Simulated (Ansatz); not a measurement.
```yaml
crystal:
  periodic: [false, false, false]
  atoms:
    - {symbol: O, position_ang: [-1.508257, 1.311254, -1.171223]}
    - {symbol: Sn, position_ang: [-0.064656, 1.543918, 0.127923]}
    - {symbol: O, position_ang: [0.315510, -0.234600, 0.847062]}
    - {symbol: Si, position_ang: [0.660936, -1.699664, 0.217243]}
    - {symbol: H, position_ang: [-2.335190, 1.014991, -0.784095]}
    - {symbol: H, position_ang: [-0.572930, 2.440961, 1.478790]}
    - {symbol: H, position_ang: [1.260656, 2.077265, -0.784525]}
    - {symbol: H, position_ang: [-0.581607, -2.463053, -0.082899]}
    - {symbol: H, position_ang: [1.466092, -2.469141, 1.201910]}
    - {symbol: H, position_ang: [1.442544, -1.573131, -1.047186]}
basis:
  gaussian: {orbitals: def2-SVPD, final_grid: {core_spheres: 1, valence_spheres: 1, degree: 5}}
hamiltonian: {xc: {name: r2SCAN}}
accuracy: high
output: {forces: true}
```

```sh
$ ansatz run in.yaml --threads 4 --pin off --events-out ev --progress --plain --max-ram 10444MiB
```

Shortened log:

```
Functional definition: r2SCAN
3154 factors; integrals over basis functions are off by at most 3.5e-9 eV
mean field evaluation 1: about -17883.9396 eV, gradient 8.2e1 eV
mean field evaluation 2: about -17796.4163 eV, gradient 2.1e2 eV
mean field evaluation 4: about -17895.4857 eV, gradient 1.5e1 eV
mean field evaluation 8: about -17866.8195 eV, gradient 8.3e1 eV
mean field evaluation 16: about -17878.7170 eV, gradient 2.1e-2 eV
mean field evaluation 32: about -17878.7170 eV, gradient 4.1e-8 eV
mean field -17878.71701338 eV, -657.0307316122 hartree, gradient 4.1e-8 eV, S^2 0.000000; 0 other end points of the search recorded, 0 dependent functions left out
reference -17878.71701524 eV, -657.0307316803 hartree; 29, 29 occupied and 121, 121 virtual orbitals, 3154 factors
Total energy: -17878.71701524 eV, -657.0307316803 hartree
Atom 0 at    -1.508257     1.311254    -1.171223 Å, force   -12.549262   -10.602254    -0.956635 eV/Å
Atom 1 at    -0.064656     1.543918     0.127923 Å, force     3.139931     1.977496     4.824706 eV/Å
Atom 2 at     0.315510    -0.234600     0.847062 Å, force     4.642738   -10.340599    -9.920946 eV/Å
Atom 3 at     0.660936    -1.699664     0.217243 Å, force    -5.693525     7.654645     5.824245 eV/Å
Atom 4 at    -2.335190     1.014991    -0.784095 Å, force     8.207737     3.848464    -2.728606 eV/Å
Atom 5 at    -0.572930     2.440961     1.478790 Å, force    -2.870062     1.856305     5.402087 eV/Å
Atom 6 at     1.260656     2.077265    -0.784525 Å, force     6.033222     3.775710    -2.395874 eV/Å
Atom 7 at    -0.581607    -2.463053    -0.082899 Å, force     1.189043     0.996991     1.020816 eV/Å
Atom 8 at     1.466092    -2.469141     1.201910 Å, force    -2.015081     1.143933    -0.810365 eV/Å
Atom 9 at     1.442544    -1.573131    -1.047186 Å, force    -0.084742    -0.310691    -0.259426 eV/Å
Dipole moment:     0.085211     0.068824     0.032393 e Å
```

Question: What is wrong with this run?

Answer: The integration grid is far too coarse. The calculation finished and met its thresholds. The result belongs to that input, not to the molecule as meant.
